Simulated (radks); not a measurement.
Ni7+, 21 electrons, occupied as [Ar] 3d3.

Method: scalar-relativistic Kohn-Sham, LDA (Slater exchange, VWN5 correlation), spin-polarised, spherical densities, finite nucleus; open shells are filled with parallel spins first; Fermi nuclear charge, rms radius 3.7757 fm; computed with a radial shooting solver on a logarithmic mesh with Libxc functionals.

Energy parts (hartree):
| part | energy |
|---|---|
| total | -1501.99291 |
| kinetic | 1522.73170 |
| electron-nucleus | -3489.67519 |
| Hartree | 520.97766 |
| exchange-correlation | -56.02708 |

Orbitals (lengths in bohr, moments of r in powers of bohr; <r^-3> diverges for s and p1/2; r(max) is where P^2 peaks):
orbital  occ.  eigenvalue (hartree)   r(max)  <r^-3>
1s up       1             -306.7961  0.03546       -
1s down     1             -306.7949  0.03546       -
2s up       1             -41.82233   0.2050       -
2s down     1             -41.71899   0.2049       -
2p up       3             -36.81755   0.1650   621.8
2p down     3             -36.73801   0.1648   623.9
3s up       1              -9.33702   0.6244       -
3s down     1              -9.16221   0.6256       -
3p up       3              -7.84513   0.6234   95.02
3p down     3              -7.67283   0.6251   93.50
3d up       3              -5.45429   0.5609   11.06
3d down     0              -5.27617   0.5648   10.87

The highest occupied level is 3d up at -148.42 eV. The density falls to 0.001 e/bohr^3 at r = 2.02 bohr. Summed over all electrons, <r^2> = 7.061 bohr^2, which gives a Langevin (diamagnetic) susceptibility term of -5.59 x 10^-6 cm^3/mol. The spin density at the nucleus is -1.164 e/bohr^3 (1s -0.132, 2s -2.863, 3s 1.830). Spin moment in Bohr magnetons: 3. For comparison, the ionisation energy in NIST's Atomic Spectra Database is 162 eV (theoretical). In exact Kohn-Sham theory the highest level is minus the ionisation energy, but local and semilocal functionals leave it too shallow, through self-interaction and a potential that decays too fast; potentials with the right tail come closer. The electron density at the nucleus is 1.969e+04 e/bohr^3 (large components only).
